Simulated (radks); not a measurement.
Q: La III, configuration [Kr] 4d10 5p6 5d3 (not the ground configuration). All-electron calculation, Dirac Kohn-Sham, exchange-only B88, spin-unpolarised, spherical densities, finite nucleus; open shells fill j = l - 1/2 first; Fermi nuclear charge, rms radius 4.855 fm. Program: a radial shooting solver on a logarithmic mesh with Libxc functionals. Some entries of the table are withheld. Estimate them.

| orbital | occ. | eigenvalue (hartree) | <1/r> (bohr^-1) | r(max) (bohr) |
|---|---|---|---|---|
| 1s1/2 | 2 | -1423.702 | 62.01 | 0.01607 |
| 2s1/2 | 2 | -227.1479 | 14.59 | 0.09109 |
| 2p1/2 | 2 | -214.2923 | (1) | 0.06949 |
| 2p3/2 | 4 | -199.1029 | (2) | 0.07465 |
| 3s1/2 | 2 | -49.13393 | 5.253 | 0.2606 |
| 3p1/2 | 2 | -43.70981 | 5.166 | 0.2472 |
| 3p3/2 | 4 | -40.75003 | 4.837 | 0.2585 |
| 3d3/2 | 4 | -31.23894 | 4.700 | 0.2082 |
| 3d5/2 | 6 | -30.60565 | 4.616 | 0.2114 |
| 4s1/2 | 2 | -10.47387 | 2.173 | 0.6085 |
| 4p1/2 | 2 | -8.47680 | 2.070 | 0.6189 |
| 4p3/2 | 4 | -7.84486 | 1.963 | 0.6429 |
| 4d3/2 | 4 | -4.56640 | 1.747 | 0.6667 |
| 4d5/2 | 6 | -4.45626 | 1.721 | 0.6746 |
| 5s1/2 | 0 | -2.02327 | 0.8753 | 1.392 |
| 5p1/2 | 2 | -1.45933 | 0.7815 | 1.514 |
| 5p3/2 | 4 | -1.35763 | 0.7445 | 1.576 |
| 4f5/2 | 0 | -0.81639 | (3) | 0.7314 |
| 4f7/2 | 0 | -0.80514 | (4) | 0.7358 |
| 5d3/2 | 3 | -0.60021 | (5) | 2.020 |
| 5d5/2 | 0 | -0.58948 | (6) | 2.046 |
| 6p1/2 | 0 | -0.38602 | 0.2978 | 3.869 |
| 6p3/2 | 0 | -0.37066 | 0.2867 | 4.020 |

A: 
(1) 2p1/2 <1/r> (bohr^-1): 14.57
(2) 2p3/2 <1/r> (bohr^-1): 13.25
(3) 4f5/2 <1/r> (bohr^-1): 1.210
(4) 4f7/2 <1/r> (bohr^-1): 1.201
(5) 5d3/2 <1/r> (bohr^-1): 0.5359
(6) 5d5/2 <1/r> (bohr^-1): 0.5281
